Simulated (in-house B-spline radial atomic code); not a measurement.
Values are calculated unless marked as measured or tabulated.
## Making a Troullier-Martins d channel for Mn, r_c = 3.17 bohr

Mn, [Ar] 3d5 4s2, non-relativistic LDA (VWN5), spherical and spin-unpolarised, from an all-electron radial atomic-structure program (B-spline basis) (atomic units). The all-electron 3d level is ε = -0.266541 hartree and its outer maximum at 0.75 bohr.

Inside r_c the pseudo-orbital is u(r) = r^3 exp(p(r)), with p = c0 + c2 r² + c4 r⁴ + … + c12 r¹². The seven coefficients follow from p and its first four derivatives at r_c, from zero curvature of the screened potential at the origin, c4 = −c2²/(2l + 5), and from the norm inside r_c. At r_c the all-electron orbital has P = 0.1796458, P' = -0.1335289, the screened potential V = -0.2870678, V' = 0.1828926, V'' = -0.1767287, and the norm inside is Q = 0.9782846.

Q: What are p, p' and p'' at r_c?

A: p = ln(P/r_c^3) = ln(0.1796458/31.855) = -5.17796. p' = P'/P − 3/r_c = -0.74329 − 0.94637 = -1.68966. The radial equation gives p'' = 2(V − ε) − 2(3) p'/r_c − p'² = -0.04105 − (-3.19810) − 2.85496 = 0.30209. Differentiating, p''' = 2V' + 2(3)p'/r_c² − 2(3)p''/r_c − 2p'p'' = -0.194, and p'''' = 2V'' − 4(3)p'/r_c³ + 4(3)p''/r_c² − 2(3)p'''/r_c − 2p''² − 2p'p''' = 0.17288.

For a trial c2 the five matching conditions are linear in c0, c6, c8, c10 and c12, and c2 is varied until the norm inside r_c equals Q. The root nearest zero gives:

| n | c_n |
| --- | --- |
| 0 | 0.7985473 |
| 2 | -0.8976535 |
| 4 | -0.08953131 |
| 6 | 0.03790919 |
| 8 | -0.004527047 |
| 10 | 0.0002440315 |
| 12 | -5.075649e-06 |

Q: Check c4 and p(r_c), and find the screened pseudopotential at the origin.

A: −c2²/9 = -0.0895313, as listed. The terms c_n r_c^n are 0.79855, -9.02043, -9.04091, 38.46804, -46.16248, 25.00567, -5.22640, which sum to -5.17796. Inverting the radial equation, V_l(r) = ε + 3 p'/r + (p'' + p'²)/2, so V_l(0) = ε + (2l + 3) c2 = -0.266541 + 7 × (-0.897653) = -6.5501 hartree, finite where the all-electron potential diverges.

Orbitals and screened potentials:

| r (bohr) | P | u | V all-electron | V pseudo |
| --- | --- | --- | --- | --- |
| 0.317 | 0.4987 | 0.06463 | -34.48 | -6.532 |
| 0.792 | 0.8892 | 0.6122 | -6.257 | -5.945 |
| 1.268 | 0.7218 | 0.9666 | -2.147 | -3.812 |
| 1.744 | 0.5189 | 0.7028 | -1.026 | -1.146 |
| 2.219 | 0.3649 | 0.4056 | -0.6006 | 0.0324 |
| 2.694 | 0.256 | 0.2579 | -0.3997 | -0.137 |
| 3.17 | 0.1796 | 0.1796 | -0.2871 | -0.2871 |

Logarithmic derivatives P'/P at R = 3.47 bohr, for energies E around ε:

| E − ε (hartree) | all-electron | pseudo |
| --- | --- | --- |
| -0.5 | 1.23885 | 1.28358 |
| -0.25 | 0.991411 | 1.04991 |
| -0.1 | 0.726456 | 0.78704 |
| 0 | -0.742496 | -0.742495 |
| 0.1 | 1.08414 | 1.25489 |
| 0.25 | 0.693703 | 0.870539 |
| 0.5 | 0.252172 | 0.532389 |
